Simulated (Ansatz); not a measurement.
`C[SiH2][O][AlH2]`, 11 atoms. The species carries charge 0 and has multiplicity 1. All runs use 2 threads of an AMD EPYC on a shared host. Correlated methods freeze the cores.

(1) How many basis functions does each run have, and how long does it take in Ansatz? RKS PBE0-D4/def2-SVP energy; RHF-CCSD(T)/def2-SVP energy; RKS PBE0-D4/def2-TZVP relaxation (4 steps); RKS B2PLYP (frozen core)/def2-TZVPP energy; RKS r2SCANh-D4/def2-TZVPP energy; RKS PBE0-D4/def2-TZVPP energy; RHF-MP2/def2-QZVPP energy; RKS PBE0-D4/def2-QZVPP energy; RHF-MP2/def2-TZVPP energy; RKS CAM-B3LYP-D4/def2-TZVPP energy; RKS PBE0-D4/def2-TZVP frequencies; RKS ωB97M-V/def2-SVP energy. (An estimate is asked.)

Results:

(1) Computed: Other jobs shared the machine, so times are rough.

```tsv
level	job	functions	wall time	peak host memory (GiB)
RKS PBE0-D4/def2-SVP	energy	99	8.1 s	0.21
RHF-CCSD(T)/def2-SVP	energy	99	14 s	0.36
RKS CAM-B3LYP-D4/def2-TZVPP	energy	244	15 s	0.64
RKS PBE0-D4/def2-TZVPP	energy	244	15 s	0.56
RHF-MP2/def2-TZVPP	energy	244	17 s	0.54
RKS r2SCANh-D4/def2-TZVPP	energy	244	19 s	0.58
RKS B2PLYP (frozen core)/def2-TZVPP	energy	244	20 s	0.58
RKS ωB97M-V/def2-SVP	energy	99	21 s	0.3
RKS PBE0-D4/def2-QZVPP	energy	464	57 s	1.4
RKS PBE0-D4/def2-TZVP	relaxation (4 steps)	178	67 s	0.42
RHF-MP2/def2-QZVPP	energy	464	93 s	2.5
RKS PBE0-D4/def2-TZVP	frequencies	178	14 min	0.45
```
